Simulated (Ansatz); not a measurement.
Reaction (formal hydrolysis of a B–S bond): `CSB(Cl)Cl` + H₂O → `OB(Cl)Cl` + CH₃SH

Calculated with Ansatz (gas phase, PBE0-D4/def2-TZVP geometries, no zero-point term in ΔE). CCSD(T)/CBS is the MP2 limit (def2-TZVPP, def2-QZVPP) plus CCSD(T) − MP2 in def2-TZVPP, frozen cores. This one scheme is used for every species. Functionals use def2-TZVPP. HSE06 is defined as in plane-wave codes. One conformer a species, not always the lowest.

`CSB(Cl)Cl`:

```xyz
8

C     0.546   -1.039    0.581
S     0.692   -0.080   -0.943
B    -0.543    1.185   -0.782
Cl   -1.592    1.332    0.612
Cl   -0.697    2.327   -2.098
H     0.746   -0.414    1.448
H     1.294   -1.829    0.520
H    -0.445   -1.482    0.662
```

H₂O:

Z-matrix (Å, degrees):
```
O
H 1 0.960
H 1 0.960 2 105.1
```

`OB(Cl)Cl`:

Z-matrix (Å, degrees):
```
B
O 1 1.341
Cl 1 1.762 2 121.4
Cl 1 1.745 2 118.8 3 180.0
H 2 0.962 1 113.4 3 0.0
```

CH₃SH:

```xyz
6

C     0.344   -0.351   -0.015
S    -0.722    0.931   -0.710
H     1.025    0.057    0.731
H     0.932   -0.740   -0.847
H    -0.238   -1.167    0.410
H    -1.340    1.270    0.431
```

(1) Is it downhill or uphill in electronic energy at CCSD(T)/CBS, and by how much? (Estimate.)

(2) What do these levels give: LDA (SPW92), BLYP-D4, PBE, HSE06, HF/def2-SVP, CCSD/def2-TZVPP? (Estimate.)

(3) What do rigid-rotor, harmonic-oscillator terms from PBE0-D4/def2-TZVP frequencies (298.15 K, 1 bar) make of the CCSD(T)/CBS value? (An estimate is asked.)

Largest T1 diagnostic among the species: 0.012.

Results:

(1) Ansatz gave: Downhill: ΔE = -45.4 kJ/mol.

(2) Computed: LDA (SPW92) -47.0, BLYP-D4 -48.4, PBE -47.8, HSE06 -51.3, HF/def2-SVP -90.0, CCSD/def2-TZVPP -57.4 kJ/mol.

(3) Ansatz gave: ΔZPE = +0.9 kJ/mol, ΔH = -48.5 kJ/mol, ΔS = 12 J/(mol·K), ΔG = -52.2 kJ/mol.

From PBE to PBE0 (25 % exact exchange), in def2-TZVPP and without D4, ΔE moves by −3.7 kJ/mol. At CCSD(T), def2-SVP lies −23.7 kJ/mol from the extrapolated value and def2-TZVPP −6.3 kJ/mol. Leaving LDA and LC-ωPBE aside and taking each functional with its dispersion term where it has one, the values, not all of them listed here, spread over 23.1 kJ/mol, from CAM-B3LYP-D4 to revPBE-D4.
